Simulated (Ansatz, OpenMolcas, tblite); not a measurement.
CH6NPSi (SMILES C1NP[SiH2]1): methods side by side

CH6NPSi: 10 atoms, total charge 0, spin state singlet. As SMILES, `C1NP[SiH2]1`. The coordinates come from a PBE0-D4/def2-TZVP relaxation.

```jsonl
{"atom": "C", "x (Å)": "-0.5189", "y (Å)": "0.7537", "z (Å)": "-0.2803"}
{"atom": "N", "x (Å)": "0.3887", "y (Å)": "0.8672", "z (Å)": "0.8652"}
{"atom": "P", "x (Å)": "0.9739", "y (Å)": "-0.7160", "z (Å)": "1.2759"}
{"atom": "Si", "x (Å)": "0.3823", "y (Å)": "-0.7973", "z (Å)": "-0.9074"}
{"atom": "H", "x (Å)": "-0.5259", "y (Å)": "1.6473", "z (Å)": "-0.9107"}
{"atom": "H", "x (Å)": "-1.5542", "y (Å)": "0.5124", "z (Å)": "0.0036"}
{"atom": "H", "x (Å)": "0.1265", "y (Å)": "1.5005", "z (Å)": "1.6091"}
{"atom": "H", "x (Å)": "-0.2531", "y (Å)": "-1.3936", "z (Å)": "1.6315"}
{"atom": "H", "x (Å)": "1.4931", "y (Å)": "-0.4999", "z (Å)": "-1.8481"}
{"atom": "H", "x (Å)": "-0.4292", "y (Å)": "-1.9255", "z (Å)": "-1.4358"}
```

Quantity: the HOMO–LUMO gap, in eV. The values are calculated.

| level | kind | program | value (eV) | CPU time |
| --- | --- | --- | --- | --- |
| IPEA1-xTB | semi-empirical | tblite | 4.27 | under 2 s |
| HF/def2-SVP | Hartree–Fock | OpenMolcas | 12.90 | 18 s |
| SVWN5/def2-SVP | LDA | Ansatz | 4.21 | 4 s |
| BLYP/def2-SVP | GGA | OpenMolcas | 4.37 | 83 s |
| revPBE/def2-SVP | GGA | OpenMolcas | 4.39 | 78 s |
| M06-L/def2-SVP | meta-GGA | OpenMolcas | 4.96 | 1.7 min |
| BHLYP/def2-SVP | global hybrid | Ansatz | 8.73 | 9 s |
| CAM-B3LYP/def2-SVP | range-separated hybrid | Ansatz | 8.99 | 8.6 s |
| B2PLYP/def2-SVP | double hybrid | OpenMolcas | 8.98 | 47 s |

The values span 4.21 to 12.90 eV. Orbital gaps aren't excitation energies, and those of double hybrids come from the SCF part alone; they tend to grow with the share of exact exchange. CPU times are rough (shared hosts, several kinds of processor and program).
